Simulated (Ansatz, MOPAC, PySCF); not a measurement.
Isomers of CH8Si2: 1 is [SiH3]C[SiH3], 2 is C[SiH2][SiH3]; one conformer of each (the lowest of an xTB search), B3LYP-D3(BJ)/def2-TZVP minima.
Isomer 1 (charge 0, multiplicity 1, Z-matrix in Å and degrees):
```
C
H 1 1.0942
H 1 1.0942 2 106.77
Si 1 1.8771 2 108.67 3 -117.05
H 4 1.4826 1 110.15 2 178.14
H 4 1.4826 5 108.47 1 -120.62
H 4 1.4831 5 108.51 6 -117.69
Si 1 1.8771 2 108.68 3 117.05
H 8 1.4826 1 110.15 2 62.30
H 8 1.4826 9 108.47 1 -120.62
H 8 1.4831 9 108.51 10 -117.68
```
Isomer 2 (charge 0, multiplicity 1):
```xyz
11

C     -1.670    -0.476    -0.073
Si    -0.287     0.795    -0.196
Si     1.804    -0.181     0.224
H     -2.640    -0.015    -0.270
H     -1.702    -0.920     0.923
H     -1.523    -1.280    -0.797
H     -0.514     1.891     0.782
H     -0.272     1.403    -1.552
H      2.076    -1.264    -0.754
H      1.834    -0.774     1.585
H      2.894     0.821     0.127
```

No zero-point or thermal terms.

The state that AM1 reach isn't checked.

Programs: Ansatz (Gaussian basis) for Hartree–Fock, density functionals and correlated methods; MOPAC for AM1 (differences of heats of formation); PySCF for the dispersion terms. Values without a source in brackets are computed.

Task: One of these levels gives -11.0 kJ/mol for the electronic energy of isomer 2 less that of isomer 1. Name it.
A) revPBE-D3(BJ)/def2-TZVPP
B) BLYP/def2-TZVPP
C) AM1
D) BLYP-D4/def2-TZVPP

Result: A, revPBE-D3(BJ)/def2-TZVPP. The others give 59.6 (AM1), -6.1 (BLYP/def2-TZVPP), -3.2 (BLYP-D4/def2-TZVPP)

Ansatz is an electronic-structure program.
